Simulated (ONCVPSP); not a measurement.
F (Z = 9): one change to an ONCV potential, before and after

ONCVPSP 4.0.1 input, shortened (lines: element, Z, core and valence counts, functional; n l f; lmax; l rc ep ncon nbas qcut; lloc lpopt rc5 dvloc0; l nproj debl; icmod fcfact rcfact), PBEsol, scalar-relativistic:

```
  F 9.00    1    2  -116133      upf
    1    0    2.00
    2    0    2.00
    2    1    5.00
    1
    0    0.65    0.00    3    6    9.90
    1    1.35    0.00    4    8   12.70
    0    5    0.65    0.00
    0    0    1.80
    1    2    1.00
    0    0.00    0.00
```

Change: s: qcut 9.8; p: qcut 12.6.

Cutoffs: the cutoffs (Ha) at which the residual kinetic energy of the hardest occupied pseudo-wave falls to 1 and 0.1 mHa per electron; they do not see the model core or the augmentation charge, which bear on the density cutoff. Errors are all-electron minus pseudo energies relative to the spin-unpolarised reference configuration.

Q: How do hardness, ghosts and transferability respond?

A: The potential gets neither clearly harder nor softer (55 Ha and 191 Ha → 57 Ha and 193 Ha); the errors of the 4 common tests hardly move; neither file shows a bound ghost.

```tsv
quantity	base	changed
cutoff, loose	55 Ha	57 Ha
cutoff, tight	191 Ha	193 Ha
loose cutoff by channel	s 55 Ha, p 46 Ha	s 57 Ha, p 46 Ha
bound ghosts	none	none
GHOST(+) flags under 300 eV	none	none
error for 2s2 2p4, meV [ΔE 19.32 eV]	+15	+15
error for 2s2 2p3, meV [ΔE 57.59 eV]	+128	+130
error for 2s2 2p2, meV [ΔE 118.08 eV]	+509	+517
error for 2s1 2p5, meV [ΔE 38.30 eV]	-13	-14
s: phases at 0.66 bohr within 0.05 rad from the reference energy up to (Ha; the scan ends near 5)	to the end of the scan	to the end of the scan
p: phases at 1.37 bohr within 0.05 rad from the reference energy up to (Ha; the scan ends near 5)	to the end of the scan	to the end of the scan
```
